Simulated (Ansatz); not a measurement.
`C[SiH](F)[SiH2]N` + H–F → `C[SiH](F)F` + `N[SiH3]` at 298.15 K and 1 bar (cleavage of the Si–Si bond).

Isolated molecules relaxed with PBE0-D4/def2-TZVP in Ansatz; ΔE leaves out vibrations. CCSD(T)/CBS is the MP2 limit (def2-TZVPP, def2-QZVPP) plus CCSD(T) − MP2 in def2-TZVPP, frozen cores. This one scheme is used for every species. Each species was taken in one conformer, which may not be the lowest.

```csv
species,CCSD(T)/CBS energy (Eh),H − E (kJ/mol),S (J/(mol·K))
`C[SiH](F)[SiH2]N`,-775.61955,267.1,386.4
H–F,-100.39570,33.5,173.6
`C[SiH](F)F`,-529.27654,151.6,306.4
`N[SiH3]`,-346.80422,145.7,264.3
```

H − E and S are ideal-gas, rigid-rotor, harmonic terms from PBE0-D4/def2-TZVP, for one conformer and one mirror image of each species. 1 Eh = 2625.50 kJ/mol, R = 8.31446 J/(mol·K).

Q: By hand: ΔE, ΔH, ΔS and ΔG.

A: ΔE = (-529.27654) + (-346.80422) − (-775.61955) − (-100.39570) = -0.06551 Eh = -172.0 kJ/mol. Δ(H − E) = 151.6 + 145.7 − 267.1 − 33.5 = -3.3, so ΔH = -175.3 kJ/mol. ΔS = 306.4 + 264.3 − 386.4 − 173.6 = 10.7 J/(mol·K). ΔG = -175.3 − 298.15 × (10.7)/1000 = -178.5 kJ/mol.

Q: By hand: the equilibrium constant, and the temperature at which ΔG would vanish if ΔH and ΔS stayed fixed.

A: log₁₀ K = −ΔG/(RT ln 10) = 31.3. ΔH and −TΔS have one sign here, so there is no such temperature.

The number of gas molecules stays the same, so ΔS is small and ΔH decides. A doubt of 5 kJ/mol in ΔE shifts log₁₀ K by 0.9 here. Other conformers and mirror images would add mixing entropy, several J/(mol·K) or more a flexible species. Modes under 60 cm⁻¹, often nearly free rotors, make the harmonic entropy too high. These are equilibria of isolated gas molecules and say nothing of rates. Largest T1 diagnostic: 0.011 (customary marks: 0.02 for closed shells, 0.045 for open ones).

ΔS is within the doubt of such terms, so its sign, and with it that verdict, could turn.
